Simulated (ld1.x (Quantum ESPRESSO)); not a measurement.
**Varying the TM semilocal potential for Pt (Z = 78)**

Base potential:

ld1.x (Quantum ESPRESSO) 7.5 input, shortened:

```
&input
   title='Pt', zed=78., rel=1, dft='PBE', iswitch=3,
   config='[Xe] 4f14 5d9 6s1 6p0'
 /
 &inputp
   pseudotype=1, tm=.true., lloc=1,
   nlcc=.true., new_core_ps=.true., rcore=0.95
 /
4
5S  1  0   2.00   0.00  1.70  1.70  0.0
5D  3  2   9.00   0.00  1.45  1.45  0.0
4F  4  3  14.00   0.00  0.90  0.90  0.0
5P  2  1   6.00   0.00  1.20  1.20  0.0
 &test
   configts(1)='4f14 5s2 5p6 5d9 6s1 6p0'
 /
```

Occupied shells without a wave of their own: 6s. They enter only through the test configuration that unscreens the potential, and ld1.x also counts them in the model core charge.

All-electron outer shells of the reference configuration (PBE, scalar-relativistic, ld1.x):

```json
{"shell": "4p", "level (eV)": "-519.93", "outermost node (bohr)": "0.22", "outermost maximum (bohr)": "0.41"}
{"shell": "4d", "level (eV)": "-306.83", "outermost node (bohr)": "0.20", "outermost maximum (bohr)": "0.42"}
{"shell": "5s", "level (eV)": "-101.82", "outermost node (bohr)": "0.49", "outermost maximum (bohr)": "0.87"}
{"shell": "4f", "level (eV)": "-70.08", "outermost node (bohr)": "–", "outermost maximum (bohr)": "0.38"}
{"shell": "5p", "level (eV)": "-56.02", "outermost node (bohr)": "0.53", "outermost maximum (bohr)": "0.98"}
{"shell": "5d", "level (eV)": "-6.14", "outermost node (bohr)": "0.57", "outermost maximum (bohr)": "1.26"}
{"shell": "6s", "level (eV)": "-5.66", "outermost node (bohr)": "1.14", "outermost maximum (bohr)": "2.38"}
{"shell": "6p", "level (eV)": "-0.84", "outermost node (bohr)": "1.36", "outermost maximum (bohr)": "3.69"}
```

Cutoffs, loose and tight: the cutoffs (Ry, on a coarse ladder) from which the occupation-weighted sum of valence levels, in a spherical-Bessel basis at the reference potential, stays within 10 and 1 mRy of its value at 400 Ry. They do not see the model core or the augmentation charge, which bear on the density cutoff. Test errors are all-electron minus pseudo excitation energies from the reference, over the configurations 4f14 5s2 5p6 5d9 6s0 6p0; 4f14 5s2 5p6 5d8 6s0 6p0; 4f14 5s2 5p6 5d7 6s0 6p0; 4f13 5s2 5p6 5d9 6s1 6p0; 4f14 5s2 5p5 5d9 6s1 6p0; 4f13 5s2 5p6 5d10 6s1 6p0; 4f14 5s2 5p6 5d9 6s0 6p1. A dash means not determined; rows that change the core or the reference have their own tests. The largest error is taken over the tests solved by every variant that gives reliable tests at all: 4f13 5s2 5p6 5d10 6s1 6p0; 4f14 5s2 5p6 5d7 6s0 6p0; 4f14 5s2 5p6 5d8 6s0 6p0; 4f14 5s2 5p6 5d9 6s0 6p0; 4f14 5s2 5p6 5d9 6s0 6p1.

With those shells counted twice in exchange and correlation these files are broken, and their errors move erratically; no question is asked of them.

Cutoffs are not given where the Bessel-basis levels miss the radial ones by over 6 mRy, ghosts where they miss by over 20 mRy; a channel whose overlap is not positive is not tested.

In the semilocal form every listed channel keeps its own potential, so the choice of the local channel does not act on these tests. It acts once the file is put into the separable form.

A semilocal file is local in each channel, so a ghost entry of none says nothing of the separable form that plane-wave codes build from it.

| change | outcome | cutoff, loose | cutoff, tight | bound ghosts | largest test error (meV) |
| --- | --- | --- | --- | --- | --- |
| base | generated, misses its reference levels by 4.90 eV | – | – | not determined | -11159 |
| wave 5p (bound): rc 1.20 bohr becomes 5p (bound): rc 0.88 bohr | generated, misses its reference levels by 7.59 eV | – | – | not determined | no test is counted, since the test run did not reproduce the reference configuration |
| all radii but the core radius scaled by about 1.38 (s 2.34, p 1.64, d 2.00, f 1.24 bohr) | failed: the pseudo-atom did not reach self-consistency | – | – | – | – |
| reference 4f14 5s2 5p6 5d9.5 6s0.5 6p0 | failed: run_pseudo: Errors in PS-KS equation | – | – | – | – |
| wave 5s (bound): rc 1.70 bohr becomes 5s (bound): rc 1.92 bohr | failed: the pseudo-atom did not reach self-consistency | – | – | – | – |
| functional PW91 | failed: run_pseudo: Errors in PS-KS equation | – | – | – | – |
| core correction Bessel-smoothed model core inside 0.78 bohr | failed: the pseudo-atom did not reach self-consistency | – | – | – | – |
| wave 4f (bound): rc 0.90 bohr becomes 4f (bound): rc 0.62 bohr | generated, misses its reference levels by 7.61 eV | – | – | not determined | +6539 |
| type PAW, which also changes the form from semilocal to separable; waves now 5s (bound): rcut 1.50, rcutus 1.70 bohr; 6s (bound): rcut 1.50, rcutus 1.70 bohr; 5p (bound): rc 1.20 bohr; 6p (bound): rc 1.20 bohr; 5d (bound): rcut 1.25, rcutus 1.45 bohr; 5d channel at 1.35 Ry: rcut 1.25, rcutus 1.45 bohr; 4f (bound): rcut 0.80, rcutus 0.90 bohr; 4f channel at -3.5 Ry: rcut 0.80, rcutus 0.90 bohr; local potential all-electron potential smoothed inside 0.80 bohr (lloc = -1); augmentation PSQ, inside the norm-conserving radii | failed: invmat: error in DGETRF | – | – | – | – |
| wave 5d (bound): rc 1.45 bohr becomes 5d (bound): rc 0.90 bohr | generated, misses its reference levels by 4.89 eV | – | – | not determined | -13087 |
| core [Kr] 4d10 4f14 5s2, valence charge 16; reference 5p6 5d9 6s0 6p0; waves now 6s (bound): rc 1.80 bohr; 5p (bound): rc 1.00 bohr; 5d (bound): rc 1.40 bohr; local potential the d channel; core correction Bessel-smoothed model core, default radius (core density twice the valence density) | generated | 140 Ry | 230 Ry | none | -73 |
| wave 5s (bound): rc 1.70 bohr becomes 5s (bound): rc 2.56 bohr | failed: the pseudo-atom did not reach self-consistency | – | – | – | – |
